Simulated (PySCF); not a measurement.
## Dipole response of Er²⁺ (erbium, charge +2)

[Xe] 4f12, one real determinant. Computed with PySCF 2.14 in ANO-RCC-VTZP (8s7p5d3f2g1h, 104 functions), with the spin-free X2C one-electron Hamiltonian (Gaussian nucleus). Coupled (time-dependent) response in atomic units; α is the mean over directions. The basis has no added diffuse functions, which lowers α and C₆.

| method | mean α (bohr³) | α xx, yy, zz | C₆ (like pair) | S(−4) |
| --- | --- | --- | --- | --- |
| UHF | 6.467 | 6.152, 6.624, 6.624 | 33.49 | 29.83 |

S(−4) is the Cauchy moment in α(ω) = α(0) + S(−4) ω² + …

Spin-orbit coupling is absent.

α(iu) at UHF:

```tsv
u (hartree)	α(iu) (bohr³)
0	6.467
0.0500	6.396
0.100	6.221
0.200	5.774
0.300	5.355
0.500	4.669
0.750	3.959
1.00	3.358
1.50	2.457
2.00	1.869
3.00	1.202
5.00	0.6325
```

For an ion, C₆ is the dispersion term alone; charge-induced terms of lower order in 1/R come first.

The components differ because the open shell of this determinant is not spherical; for a pure term their mean is the scalar polarisability.

⟨L²⟩ = 24.03 against 30 for a pure H term, so this real determinant mixes terms. Spin-orbit coupling, absent here, splits the open shell strongly.
